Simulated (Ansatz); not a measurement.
`C[B](C)[AlH2]` + `CC(C)N` → `CC(C)[NH][AlH2]` + `CBC` at 700 K and 1 bar (cleavage of the Al–B bond).

Computed with Ansatz on PBE0-D4/def2-TZVP structures; ΔE is electronic, products minus reactants. CCSD(T)/CBS adds triple-zeta CCSD(T) − MP2 to the extrapolated MP2 energy (def2 sets, frozen cores). Each species was taken in one conformer, which may not be the lowest.

```
          species  CCSD(T)/CBS energy (Eh)  H − E (kJ/mol)  S (J/(mol·K))
  `C[B](C)[AlH2]`               -347.69710           318.6          472.8
         `CC(C)N`               -174.28253           389.3          410.3
`CC(C)[NH][AlH2]`               -416.91948           420.2          498.1
            `CBC`               -105.11307           282.8          377.9
```

H − E and S are ideal-gas, rigid-rotor, harmonic terms from PBE0-D4/def2-TZVP, for one conformer and one mirror image of each species. 1 Eh = 2625.50 kJ/mol, R = 8.31446 J/(mol·K).

Problem. By hand: ΔE, ΔH, ΔS and ΔG.

Solution. ΔE = (-416.91948) + (-105.11307) − (-347.69710) − (-174.28253) = -0.05292 Eh = -138.9 kJ/mol. Δ(H − E) = 420.2 + 282.8 − 318.6 − 389.3 = -4.9, so ΔH = -143.8 kJ/mol. ΔS = 498.1 + 377.9 − 472.8 − 410.3 = -7.1 J/(mol·K). ΔG = -143.8 − 700 × (-7.1)/1000 = -138.8 kJ/mol.

Problem. By hand: the equilibrium constant, and the temperature at which ΔG would vanish if ΔH and ΔS stayed fixed.

Solution. log₁₀ K = −ΔG/(RT ln 10) = 10.4. ΔG = 0 at ΔH/ΔS = 20254 K, far beyond where these terms or the molecules hold.

The number of gas molecules stays the same, so ΔS is small and ΔH decides. A doubt of 5 kJ/mol in ΔE shifts log₁₀ K by 0.4 here. Other conformers and mirror images would add mixing entropy, several J/(mol·K) or more a flexible species. These are equilibria of isolated gas molecules and say nothing of rates. Largest T1 diagnostic: 0.011 (customary marks: 0.02 for closed shells, 0.045 for open ones).
